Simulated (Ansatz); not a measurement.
`CCC(C)(C)C(C)=O` → 7 C• + 14 H• + O•  (atomization)

Program: Ansatz. Geometries: PBE0-D4/def2-TZVP. ΔE: electronic, gas phase. CBS: MP2 limit from def2 TZ/QZ plus the TZ coupled-cluster correction, frozen cores. This one scheme is used for every species, atoms too. For atomizations the MP2-based limit and the directly extrapolated one differ by several kJ/mol either way, and by 10 to 25 for some Ge, Se and Sn compounds, so smaller differences from it don't rank the levels. Functionals use def2-TZVPP. No spin–orbit coupling; open shells (•) take unrestricted orbitals. Spin–orbit coupling would lower the free atoms: a little for C, O. Each species was taken in one conformer, which may not be the lowest.

```
             level  ΔE (kcal/mol)  difference from CCSD(T)/CBS
         revPBE-D4         2157.2                          0.4
           BLYP-D4         2150.1                         -6.7
        r2SCAN0-D4         2140.0                        -16.8
           ωB97X-V         2160.5                          3.7
          PBE-QIDH         2155.6                         -1.2
         CAM-B3LYP         2156.6                         -0.2
  CCSD(T)/def2-SVP         2080.7                        -76.1
   CCSD/def2-TZVPP         2082.3                        -74.5
     HF/def2-QZVPP         1612.9                       -543.9
SCS-MP2/def2-QZVPP         2159.1                          2.3
       CCSD(T)/CBS         2156.8                            0
```

Largest T1 diagnostic among the species: 0.012.

At CCSD(T), def2-SVP lies −76.1 kcal/mol from the extrapolated value and def2-TZVPP −45.4 kcal/mol: correlation converges slowly with the basis, and small sets miss more of it in the bonded molecule than in its fragments. From r2SCAN to r2SCAN0 (25 % exact exchange), in def2-TZVPP and without D4, ΔE moves by −24.2 kcal/mol: exact exchange takes away binding that semilocal exchange gives to molecules. In def2-TZVPP, CCSD(T) changes the Hartree–Fock value by +500.0 kcal/mol (the triples alone add +29.1 kcal/mol) and MP2 by +528.8 kcal/mol; breaking electron pairs costs correlation energy, which Hartree–Fock lacks.
